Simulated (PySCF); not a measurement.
A structure optimised at B3LYP-D3(BJ)/def2-SVP, used in a PySCF frequency run:

```xyz
8

C      0.0000     0.0000     1.4742
C      0.0000     0.0000    -0.0305
F     -1.0836    -0.6256    -0.5253
F      1.0836    -0.6256    -0.5253
F      0.0000     1.2512    -0.5253
H     -0.8966     0.5177     1.8406
H      0.8966     0.5177     1.8406
H      0.0000    -1.0353     1.8406
```
Charge 0, spin multiplicity 1.

Problem. Write its SMILES, formula and point group.

Solution. CC(F)(F)F, C2H3F3, C3v

Problem. What are its rotational constants (standard atomic weights)?

Solution. 5.4652, 5.1710, 5.1710 GHz
